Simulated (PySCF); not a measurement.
**Magnetisability: `N#CC1=COC(=O)[C@H]1CC`, C7H7NO2**

Molfile (atoms numbered from 1):
```
C7H7NO2
     RDKit          3D

 17 17  0  0  0  0  0  0  0  0999 V2000
    2.2736    0.1731    0.4273 C   0  0  0  0  0  0  0  0  0  0  0  0
    1.0289    0.2524   -0.4444 C   0  0  0  0  0  0  0  0  0  0  0  0
   -0.2601    0.1441    0.3930 C   0  0  2  0  0  0  0  0  0  0  0  0
   -0.4648   -1.2638    0.9337 C   0  0  0  0  0  0  0  0  0  0  0  0
    0.2382   -1.9012    1.6544 O   0  0  0  0  0  0  0  0  0  0  0  0
   -1.6445   -1.7545    0.4368 O   0  0  0  0  0  0  0  0  0  0  0  0
   -2.2265   -0.8071   -0.3415 C   0  0  0  0  0  0  0  0  0  0  0  0
   -1.5142    0.3262   -0.4187 C   0  0  0  0  0  0  0  0  0  0  0  0
   -1.8249    1.4888   -1.1340 C   0  0  0  0  0  0  0  0  0  0  0  0
   -2.0468    2.4561   -1.7085 N   0  0  0  0  0  0  0  0  0  0  0  0
    2.3149    1.0153    1.1142 H   0  0  0  0  0  0  0  0  0  0  0  0
    3.1640    0.1935   -0.1953 H   0  0  0  0  0  0  0  0  0  0  0  0
    2.2751   -0.7469    1.0056 H   0  0  0  0  0  0  0  0  0  0  0  0
    1.0057    1.2036   -0.9814 H   0  0  0  0  0  0  0  0  0  0  0  0
    1.0413   -0.5515   -1.1846 H   0  0  0  0  0  0  0  0  0  0  0  0
   -0.2002    0.8563    1.2226 H   0  0  0  0  0  0  0  0  0  0  0  0
   -3.1667   -1.0724   -0.7892 H   0  0  0  0  0  0  0  0  0  0  0  0
  1  2  1  0
  2  3  1  0
  3  4  1  0
  4  5  2  0
  4  6  1  0
  6  7  1  0
  7  8  2  0
  8  9  1  0
  9 10  3  0
  8  3  1  0
  1 11  1  0
  1 12  1  0
  1 13  1  0
  2 14  1  0
  2 15  1  0
  3 16  1  1
  7 17  1  0
M  END
```

Method used: GIAO KT3/pcSseg-1 magnetisability, rotational g tensor and spin-rotation constants, non-relativistic, gas phase (PySCF). Geometry: GFN2-xTB.

(1) What are the magnetisability and the molar susceptibility?

(2) Split it along the inertial axes a, b, c into diamagnetic and paramagnetic parts about the centre of mass, with the quadrupole moment.

(3) And the rotational g tensor?

Answers

(1) Isotropic -1237 × 10⁻³⁰ J/T², or -74.5 × 10⁻⁶ cm³/mol; principal values -1351, -1234, -1125 × 10⁻³⁰ J/T², anisotropy 196 × 10⁻³⁰ J/T² (root of half the summed squared differences of the principal values). The susceptibility is in cgs units.

(2) 
```
axis  χ (10⁻⁶ cm³/mol)  diamagnetic (10⁻⁶ cm³/mol)  paramagnetic (10⁻⁶ cm³/mol)  summed x² of all electrons (Å²)  quadrupole Θ (D Å)
   a             -73.3                      -730.1                        656.8                            231.5              -22.71
   b             -70.1                     -1079.7                       1009.5                            149.1              +12.48
   c             -80.0                     -1614.5                       1534.6                             23.0              +10.24
```
Anisotropies 2χaa − χbb − χcc = +3.4 and 2χbb − χaa − χcc = +13.1 × 10⁻⁶ cm³/mol. Θ is traceless in Buckingham's convention.

(3) 
| axis | rotational constant (GHz) | g | nuclear part | electronic part |
| --- | --- | --- | --- | --- |
| a | 1.9543 | -0.0220 | 0.5810 | -0.6030 |
| b | 1.1702 | -0.0263 | 0.5286 | -0.5550 |
| c | 0.7682 | -0.0133 | 0.5406 | -0.5538 |

Asymmetric top; isotopes 12C, 1H, 14N, 16O; no vibrational averaging.
